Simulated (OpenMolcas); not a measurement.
Fe2+ (d6) in a complex was computed by CASSCF with the d shell active (OpenMolcas, ANO-RCC-VDZP on the metal). Its lowest spin-free states, and all those of the highest spin:

```
2S+1  Degeneracy  E (cm-1)
   5           1       0.0
   5           2     611.2
   5           2      3716
   3           1     20514
   3           1     20548
   3           2     21745
   3           2     21993
   3           2     22673
   3           1     23192
   3           1     24687
   3           2     25372
   3           2     25637
```

Is the site octahedral, tetrahedral or cube-like, axial, or of lower symmetry?

The states with 2S+1 = 5 have orbital degeneracies 1, 2, 2. There are pairs but no triples, so the site is axial: not cubic, but with a proper or improper axis of order three or more. The run had Fe2+ with 6 ligands (oxide) in trigonal prismatic coordination (D3h) at 2.16 Å, a polar angle of 54.0° against the regular 49.1°. A charge of +1.67 e stands 2.8 Å behind each ligand. Ligand basis ANO-RCC-VDZP.

Without dynamic correlation the repulsion within the d shell is too large (B by tens of per cent), so at a given field states of lower spin stand too high. The oxide ions are held by bare point charges, a crude embedding. Ligand-to-metal charge-transfer states are missing. With oxide or sulfide held by bare charges the field of late divalent 3d ions can come out several times too small, and g and χT far too large. With no ligand orbital active B as a rule stays too high, so bands that hang on it stand too high and its fall with covalency is understated. With metal d orbitals alone and no dynamic correlation the field as a rule comes out too small, by tens of per cent, by up to half for chloride and softer ligands, and the orbital part of g and χT, which goes as 1/10Dq, too large. No measured value stands beside these numbers; the geometry is a model, was not optimised and need not be the one that this ion takes.
